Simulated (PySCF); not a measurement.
Te₂⁺: frontier orbitals

r²SCAN0 at R = 2.513 Å; PySCF, scalar-relativistic core potentials, basis sets Te cc-pVDZ-PP with ECP28. State: ²Πg (doublet), unpaired electrons π ↑. Only the outer orbitals are listed.

| spin | orbital | occ. | ε (eV) | main shells (%) |
| --- | --- | --- | --- | --- |
| α | σg | 1 | -26.20 | 92 s |
| α | σu | 1 | -22.53 | 96 s |
| α | σg | 1 | -15.60 | 91 p |
| α | πu | 1 | -14.82 | 98 p |
| α | πu | 1 | -14.43 | 98 p |
| α | πg | 1 | -12.45 | 99 p |
| α | πg | 0 | -10.67 | 99 p |
| α | σu | 0 | -7.15 | 94 p |
| α | σg | 0 | -0.02 | 44 d, 36 s, 20 p |
| β | σg | 1 | -25.78 | 90 s, 8 p |
| β | σu | 1 | -21.80 | 96 s |
| β | σg | 1 | -15.36 | 90 p, 9 s |
| β | πu | 1 | -14.28 | 98 p |
| β | πu | 1 | -13.62 | 97 p |
| β | πg | 0 | -10.43 | 99 p |
| β | πg | 0 | -9.63 | 99 p |
| β | σu | 0 | -6.85 | 93 p |

Q: Which are the highest filled and the lowest empty level, where do they sit, and how wide is the gap?

A: Highest filled α πg at -12.45 eV (in %: 99 p); lowest empty α πg at -10.67 eV (in %: 99 p); the gap at r²SCAN0 is 1.78 eV. Both belong to one degenerate shell, split only by its one-sided filling, so this is no excitation gap.

* bond order (Mayer): 2.50
* ⟨S²⟩: 0.754

Spin–orbit coupling is left out. The state was picked by a PBE0 search and need not be the measured ground state.
